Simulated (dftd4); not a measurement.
C₄NiO₄, singlet, at a GFN2-xTB geometry (such geometries of metal compounds can be far from the true shape); dftd4 with D4 for tpssh.

dftd4 was given this input:
```
$ dftd4 mol.xyz --func tpssh --charge 0 --json dftd4.json --noedisp

# file mol.xyz
9

Ni    -0.00003582    -0.00773716     0.01960940
O      1.93923716     1.49032821    -1.61885180
C      1.19284818     0.91499975    -0.99111156
O      1.44317332    -1.42618256     2.16326098
C      0.88547197    -0.88079153     1.34248493
O     -1.42199832    -1.96263108    -1.66803699
C     -0.87547925    -1.21207300    -1.01987292
O     -1.94751852     1.86910439     1.19287458
C     -1.19927282     1.14744715     0.74402434
```

Output, abridged:

```
                    ____  _____ _____     ____  _  _
      -------------|  _ \|  ___|_   _|---|  _ \| || |------------
     |             | | | | |_    | | ___ | | | | || |_           |
     |             | |_| |  _|   | ||___|| |_| |__   _|          |
     |             |____/|_|     |_|     |____/   |_|            |
     |             ===================================           |
     |            E. Caldeweyher, S. Ehlert & S. Grimme          |
     |          Mulliken Center for Theoretical Chemistry        |
     |                    University of Bonn                     |
      -----------------------------------------------------------

Rational (Becke-Johnson) damping: tpssh-D4-ATM
---------------------
  s6         1.0000
  s8         1.8590
  s9         1.0000
  a1         0.4429
  a2         4.6023
 alp        16.0000
--------------------

Dispersion energy:      -1.2218271820995E-02 Eh

[Info] JSON dump of results written to 'dftd4.json'
```
